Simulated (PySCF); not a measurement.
PySCF 2.14 output of an unrestricted LDA calculation on a single atom or ion in aug-cc-pwCVDZ (6s5p3d, 36 functions), with no relativity, point nucleus:

```
SCF conv_tol = 1e-09
number electrons alpha = 6  beta = 5
    P. A. M. Dirac.,  Math. Proc. Cambridge Philos. Soc. 26, 376 (1930)
    F. Bloch.,  Z. Phys. 57, 545 (1929)
    S. H. Vosko, L. Wilk, and M. Nusair.,  Can. J. Phys. 58, 1200 (1980)
cycle= 1 E= -240.390041123815  delta_E= -0.00544  |g|= 0.0546  |ddm|= 0.395
cycle= 2 E= -240.390273355026  delta_E= -0.000232  |g|= 0.0312  |ddm|= 0.0744
cycle= 3 E= -240.390396481317  delta_E= -0.000123  |g|= 0.000352  |ddm|= 0.0222
cycle= 4 E= -240.390396497619  delta_E= -1.63e-08  |g|= 2.11e-06  |ddm|= 0.000449
cycle= 5 E= -240.39039649762  delta_E= -1.31e-12  |g|= 4.53e-08  |ddm|= 1.36e-05
converged SCF energy = -240.39039649762  <S^2> = 0.7500359  2S+1 = 2.0000359
```

The run itself started from symmetry-adapted Hartree-Fock orbitals and held the occupation by maximum overlap, on a logarithmic radial grid, so the iterations belong to that start.

Problem. Which element, charge and spin multiplicity is this?

Solution. Al²⁺ (aluminium, charge +2), multiplicity 2; the state was [Ne] 3s1, 2S determinant.
